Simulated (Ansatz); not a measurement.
trans-ZnCl2(NH3)4 (ZnN₄Cl₂H₁₂), relaxed as a singlet with RKS PBE0-D4/def2-SVP in Ansatz, starting from the GFN2-xTB geometry. Force threshold 0.02 eV/Å.

Another isomer (singlet) lies 0.07 eV lower at PBE-D4/def2-SVP; other spin states weren't run for this one.

Start:

```xyz
19

Cl   -1.532    1.661   -0.305
Cl    1.553   -1.691    0.309
N    -0.947   -0.509    1.986
N     0.942    0.517   -1.982
N     1.377    1.459    1.031
N    -1.363   -1.476   -1.033
Zn    0.016   -0.020    0.004
H    -1.413    0.329    2.315
H    -0.237   -0.787    2.654
H    -1.635   -1.252    1.945
H     1.224   -0.322   -2.474
H     1.753    1.120   -1.917
H     0.233    1.003   -2.521
H     1.213    1.554    2.026
H     1.227    2.368    0.608
H     2.343    1.180    0.901
H    -1.314   -1.447   -2.044
H    -2.320   -1.273   -0.769
H    -1.122   -2.415   -0.734
```

Problem. Estimate the energy that the relaxation releases and the steps that it takes.

Solution. 8.7 kJ/mol, in 25 steps; 1.9 min on 4 threads of Arm Neoverse V2 on a shared host. The force fell under the threshold at step 5, but the optimiser went on and released 0.037 eV more. No frequencies were taken in this run, so the end may be a saddle point.

Problem. Does the start keep its bonding?

Solution. By distances, no bond broke or formed. The bond that changes most is Cl2–Zn7, from 2.29 to 2.40 Å (atoms count from 1).

Problem. Predict the relaxed structure.

Solution. 
```xyz
19

Cl   -1.3793    1.8952   -0.5329
Cl    1.3805   -1.8920    0.5447
N    -0.9904   -0.4467    1.9280
N     0.9827    0.4572   -1.9350
N     1.2928    1.4916    0.9985
N    -1.2851   -1.5039   -0.9977
Zn    0.0008   -0.0012   -0.0030
H    -0.9527    0.2800    2.6398
H    -0.3854   -1.2268    2.1993
H    -1.9555   -0.7679    1.8884
H     0.9234   -0.2510   -2.6637
H     1.9533    0.7619   -1.9007
H     0.3857    1.2520   -2.1812
H     1.4012    1.3990    2.0063
H     0.7198    2.3142    0.7912
H     2.2263    1.6216    0.6143
H    -1.3683   -1.4441   -2.0104
H    -2.2285   -1.6161   -0.6322
H    -0.7213   -2.3231   -0.7536
```
Bond lengths: 4 × N–Zn 2.21 to 2.22 Å; 2 × Cl–Zn 2.40 Å; 12 × H–N 1.02 Å.
